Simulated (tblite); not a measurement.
C6H6FNO.
Structure used (GFN2-xTB), in Å, numbered top down from 1:
```
atom  x, y, z in Å
N1     3.3454    1.4239   -0.5998
C2     2.2958    0.9886   -0.4524
C3     1.0084    0.4309   -0.2829
C4    -0.0739    1.1943   -0.1161
C5    -1.4235    0.5717    0.0543
F6    -2.1568    1.2794    0.9828
C7    -1.2721   -0.8874    0.5075
O8    -0.3899   -1.5609   -0.3539
C9     0.9280   -1.0760   -0.2790
H10   -0.0199    2.2722   -0.0853
H11   -1.9893    0.6260   -0.8876
H12   -2.2245   -1.4168    0.4522
H13   -0.9094   -0.9015    1.5456
H14    1.4241   -1.4444    0.6360
H15    1.4531   -1.4920   -1.1434
```

All values are computed: GFN2-xTB (tblite) harmonic vibrations without scaling, gas phase. Errors from tens to a few hundred cm⁻¹ against measured bands are possible. One conformer, not necessarily the lowest.

Harmonic wavenumbers (cm⁻¹): 89.8, 114.5, 139.6, 283.3, 295.3, 342.3, 405.2, 435.2, 517.1, 528.6, 560.2, 594.7, 813.4, 887.3, 921.6, 964.6, 983.1, 1039.1, 1045.0, 1111.8, 1115.4, 1162.7, 1174.7, 1240.3, 1245.9, 1259.5, 1270.7, 1311.8, 1323.1, 1438.8, 1459.6, 1675.7, 2375.7, 2828.5, 2876.8, 2893.4, 2968.0, 2999.1, 3093.4.

A = 2971, B = 1173, C = 874.9 MHz; mass 127.043 u (most abundant isotopes); point group C1, symmetry number 1.

Task: What is the zero-point energy?

Result: Half the sum of the wavenumbers: 23892 cm⁻¹ = 285.82 kJ/mol.

Task: Give the ideal-gas entropy at 350 K and 1 bar in the rigid-rotor, harmonic-oscillator model (classical rotation).

Result: Translation 172.61, rotation 123.53, vibration 96.96: S = 393.1 J/(mol K).

Task: And Cp and H(350 K) − H(0)?

Result: Cp = 149.72 J/(mol K), of which vibrations give 116.46 (their classical limit is 39 R = 324.3); H(350 K) − H(0) = 30.87 kJ/mol without the zero-point energy, 19.23 from vibrations.

Task: What must be added to the electronic energy to get the Gibbs energy at 350 K and 1 bar?

Result: ZPE + [H(350 K) − H(0)] − T·S = 285.82 + 30.87 − 137.58 = 179.11 kJ/mol.

Task: Which modes carry the vibrational entropy at 350 K?

Result: 89.8 cm⁻¹: 16.65; 114.5 cm⁻¹: 14.66; 139.6 cm⁻¹: 13.05; 283.3 cm⁻¹: 7.50; 295.3 cm⁻¹: 7.20; 342.3 cm⁻¹: 6.13 J/(mol K); the other 33 give 31.78 together.

Hindered rotation and anharmonicity are outside this model. Other conformers, if any are populated, would add a mixing term that is left out. The structure is chiral; the term R ln 2 for an equal mix with its mirror image is left out.
